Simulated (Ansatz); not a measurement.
## Nudged elastic band run: CH₃NSTe

The input (input.yaml):

```yaml
crystal:
  periodic: [false, false, false]
  atoms:
    - { symbol: "N", position_ang: [-0.547206, 0.842874, 0.70109] }
    - { symbol: C, position_ang: [0.109955, -0.247177, 0.241497] }
    - { symbol: S, position_ang: [0.419701, -1.600761, 1.114484] }
    - { symbol: Te, position_ang: [0.78177, 0.077516, -1.838011] }
    - { symbol: H, position_ang: [-0.897666, 0.823523, 1.662851] }
    - { symbol: H, position_ang: [-0.847009, 1.603315, 0.08804] }
    - { symbol: H, position_ang: [1.041855, -1.567391, -2.01555] }
basis:
  gaussian: { orbitals: def2-SVP }
hamiltonian:
  xc: pbe
neb:
  order_check: false
  images: 7
  f_tol: 0.05
  max_iterations: 60
  final_atoms:
    - { symbol: "N", position_ang: [-0.7018587, 1.25705908, 0.42344084] }
    - { symbol: C, position_ang: [-0.00274202, 0.24597698, 0.10622521] }
    - { symbol: S, position_ang: [0.30434832, -1.10188024, 1.21075043] }
    - { symbol: Te, position_ang: [1.05584666, -0.04638552, -1.81159947] }
    - { symbol: H, position_ang: [-0.55843913, -0.65305457, 2.17421248] }
    - { symbol: H, position_ang: [-0.81662627, 1.9354846, -0.34403209] }
    - { symbol: H, position_ang: [0.78087115, -1.70530133, -1.80459639] }
  initial_path:
    images:
      - { positions_ang: [[-0.547206, 0.842874, 0.70109], [0.109955, -0.247177, 0.241497], [0.419701, -1.600761, 1.114484], [0.78177, 0.077516, -1.838011], [-0.897666, 0.823523, 1.662851], [-0.847009, 1.603315, 0.08804], [1.041855, -1.567391, -2.01555]] }
      - { positions_ang: [[-0.58816328, 0.85828667, 0.63606623], [0.14206408, -0.20045414, 0.25057741], [0.433004, -1.48466539, 1.20096747], [0.95279778, 0.01833962, -1.75189679], [-0.85376634, 0.60821525, 1.69904446], [-0.86570892, 1.61522721, -0.02149059], [0.84117268, -1.48305023, -2.0588672]] }
      - { positions_ang: [[-0.62912056, 0.87369933, 0.57104246], [0.17417316, -0.15373127, 0.25965783], [0.44630701, -1.36856977, 1.28745094], [1.12382556, -0.04083677, -1.66578257], [-0.80986668, 0.39290751, 1.73523792], [-0.88440885, 1.62713943, -0.13102118], [0.64049036, -1.39870946, -2.1021844]] }
      - { positions_ang: [[-0.67007784, 0.889112, 0.50601869], [0.20628224, -0.10700841, 0.26873824], [0.45961001, -1.25247416, 1.37393441], [1.29485334, -0.10001315, -1.57966836], [-0.76596702, 0.17759976, 1.77143138], [-0.90310877, 1.63905164, -0.24055176], [0.43980804, -1.31436868, -2.1455016]] }
      - { positions_ang: [[-0.71103513, 0.90452467, 0.44099492], [0.23839132, -0.06028555, 0.27781866], [0.47291302, -1.13637854, 1.46041789], [1.46588112, -0.15918953, -1.49355415], [-0.72206736, -0.03770799, 1.80762484], [-0.9218087, 1.65096385, -0.35008235], [0.23912572, -1.23002791, -2.1888188]] }
      - { positions_ang: [[-0.70874102, 0.99265827, 0.4366064], [0.17810799, 0.01628008, 0.23492029], [0.43077184, -1.12775397, 1.39800102], [1.36337251, -0.13098853, -1.57306548], [-0.6811603, -0.19154463, 1.89927175], [-0.89551309, 1.72209404, -0.34856979], [0.37456207, -1.34884626, -2.0927632]] }
      - { positions_ang: [[-0.70644691, 1.08079187, 0.43221788], [0.11782465, 0.09284572, 0.19202193], [0.38863067, -1.11912939, 1.33558416], [1.26086389, -0.10278752, -1.65257681], [-0.64025324, -0.34538128, 1.99091866], [-0.86921748, 1.79322422, -0.34705722], [0.50999843, -1.46766462, -1.9967076]] }
      - { positions_ang: [[-0.70415281, 1.16892548, 0.42782936], [0.05754132, 0.16941135, 0.14912357], [0.34648949, -1.11050482, 1.27316729], [1.15835527, -0.07458652, -1.73208814], [-0.59934619, -0.49921793, 2.08256557], [-0.84292188, 1.86435441, -0.34554466], [0.64543479, -1.58648297, -1.90065199]] }
      - { positions_ang: [[-0.7018587, 1.25705908, 0.42344084], [-0.00274202, 0.24597698, 0.10622521], [0.30434832, -1.10188024, 1.21075043], [1.05584666, -0.04638552, -1.81159947], [-0.55843913, -0.65305457, 2.17421248], [-0.81662627, 1.9354846, -0.34403209], [0.78087115, -1.70530133, -1.80459639]] }
```

Run as:

```bash
$ ansatz run input.yaml --threads 2 --pin off --max-ram 3072MiB --backend cpu --events-out ev --progress --plain --runs-dir out
```

Output, in part (warnings, iteration lines, the closing report on the highest movable image, with atoms numbered from 0):

```
NEB end point (image 0): max|allowed force component| = 1.879e-2 eV/Å (the criterion of neb.relax_end_points is 1.000e-2)
NEB end point (image 8): max|allowed force component| = 1.555e-2 eV/Å (the criterion of neb.relax_end_points is 1.000e-2)
NEB iter   1: max|band force component| = 4.550e0 eV/Å  barrier→ = 2.1135 eV  barrier← = 1.5740 eV  Δτ_max = 0.2000 Å  (261 SCF iters)
NEB iter   2: max|band force component| = 2.275e0 eV/Å  barrier→ = 1.6798 eV  barrier← = 1.1403 eV  Δτ_max = 0.2000 Å  (229 SCF iters)
NEB iter   3: max|band force component| = 7.283e0 eV/Å  barrier→ = 2.0302 eV  barrier← = 1.4906 eV  Δτ_max = 0.1020 Å  (235 SCF iters)
NEB iter   4: max|band force component| = 9.947e-1 eV/Å  barrier→ = 1.5993 eV  barrier← = 1.0598 eV  Δτ_max = 0.0835 Å  (233 SCF iters)
NEB iter   5: max|band force component| = 5.737e-1 eV/Å  barrier→ = 1.5772 eV  barrier← = 1.0377 eV  Δτ_max = 0.1294 Å  (212 SCF iters)
NEB iter   6: max|band force component| = 4.565e-1 eV/Å  barrier→ = 1.5512 eV  barrier← = 1.0117 eV  CI = image 4  Δτ_max = 0.1963 Å  (217 SCF iters)
NEB iter   7: max|band force component| = 4.984e-1 eV/Å  barrier→ = 1.5215 eV  barrier← = 0.9820 eV  CI = image 4  Δτ_max = 0.0989 Å  (218 SCF iters)
NEB iter   8: max|band force component| = 8.301e-1 eV/Å  barrier→ = 1.5027 eV  barrier← = 0.9632 eV  CI = image 4  Δτ_max = 0.0500 Å  (211 SCF iters)
NEB iter   9: max|band force component| = 4.440e-1 eV/Å  barrier→ = 1.4938 eV  barrier← = 0.9543 eV  CI = image 4  Δτ_max = 0.0996 Å  (217 SCF iters)
NEB iter  10: max|band force component| = 3.650e-1 eV/Å  barrier→ = 1.4812 eV  barrier← = 0.9416 eV  CI = image 4  Δτ_max = 0.0998 Å  (207 SCF iters)
NEB iter  11: max|band force component| = 3.154e-1 eV/Å  barrier→ = 1.4719 eV  barrier← = 0.9323 eV  CI = image 4  Δτ_max = 0.1008 Å  (207 SCF iters)
NEB iter  12: max|band force component| = 4.544e-1 eV/Å  barrier→ = 1.4685 eV  barrier← = 0.9290 eV  CI = image 4  Δτ_max = 0.0503 Å  (210 SCF iters)
NEB iter  13: max|band force component| = 2.113e-1 eV/Å  barrier→ = 1.4665 eV  barrier← = 0.9269 eV  CI = image 4  Δτ_max = 0.0562 Å  (208 SCF iters)
NEB iter  14: max|band force component| = 3.656e-1 eV/Å  barrier→ = 1.4651 eV  barrier← = 0.9256 eV  CI = image 4  Δτ_max = 0.0277 Å  (213 SCF iters)
NEB iter  15: max|band force component| = 1.065e-1 eV/Å  barrier→ = 1.4645 eV  barrier← = 0.9249 eV  CI = image 4  Δτ_max = 0.0380 Å  (214 SCF iters)
NEB iter  16: max|band force component| = 8.187e-2 eV/Å  barrier→ = 1.4641 eV  barrier← = 0.9246 eV  CI = image 4  Δτ_max = 0.0250 Å  (217 SCF iters)
NEB iter  17: max|band force component| = 5.068e-2 eV/Å  barrier→ = 1.4640 eV  barrier← = 0.9244 eV  CI = image 4  Δτ_max = 0.0365 Å  (223 SCF iters)
NEB iter  18: max|band force component| = 6.551e-2 eV/Å  barrier→ = 1.4639 eV  barrier← = 0.9244 eV  CI = image 4  Δτ_max = 0.0070 Å  (186 SCF iters)
NEB iter  19: max|band force component| = 2.014e-2 eV/Å  barrier→ = 1.4639 eV  barrier← = 0.9244 eV  CI = image 4  Δτ_max = 0.0000 Å  (381 SCF iters)
Total energy: -20689.38829691 eV, -760.3209961404 hartree
Atom 0 at    -0.571430     1.010631     0.643834 Å, force    -0.003377     0.004028     0.008157 eV/Å
Atom 1 at    -0.009479    -0.023099     0.060487 Å, force     0.001512    -0.003624    -0.003276 eV/Å
Atom 2 at     0.079017    -1.328064     1.185174 Å, force     0.000153     0.001795    -0.002009 eV/Å
Atom 3 at     0.680632    -0.068923    -1.962355 Å, force     0.001209    -0.001046    -0.000770 eV/Å
Atom 4 at    -0.601126     0.093945     1.709994 Å, force     0.000353    -0.000122    -0.000540 eV/Å
Atom 5 at    -0.723609     1.903971     0.151540 Å, force     0.000472    -0.000901    -0.002003 eV/Å
Atom 6 at     1.207395    -1.656563    -1.834274 Å, force    -0.000322    -0.000130     0.000440 eV/Å
Dipole moment:     0.013160     0.324929    -0.384525 e Å
```

It converged. A vibrational analysis at the climbing image gives one clearly imaginary mode, 1477i cm⁻¹: a first-order saddle point. The orbitals stay closed-shell, which can raise the energy where a bond breaks towards radicals; this wasn't checked here.

Final band (atoms are numbered from 1 in the order of the input):

| image | path coordinate (Å) | energy (eV) | N1–H5 (Å) | S3–H5 (Å) |
| --- | --- | --- | --- | --- |
| 0 | 0.00 | 0.00 | 1.02 | 2.81 |
| 1 | 0.35 | 0.00 | 1.02 | 2.80 |
| 2 | 0.70 | 0.16 | 1.03 | 2.46 |
| 3 | 1.05 | 0.84 | 1.12 | 2.03 |
| 4 | 1.39 | 1.46 | 1.41 | 1.66 |
| 5 | 1.80 | 0.98 | 1.84 | 1.41 |
| 6 | 2.21 | 0.61 | 2.29 | 1.37 |
| 7 | 2.61 | 0.54 | 2.56 | 1.37 |
| 8 | 3.02 | 0.54 | 2.60 | 1.37 |

Run time: 3.2 min on 2 threads of Arm Neoverse V1, on a shared host, peak memory 0.13 GiB.
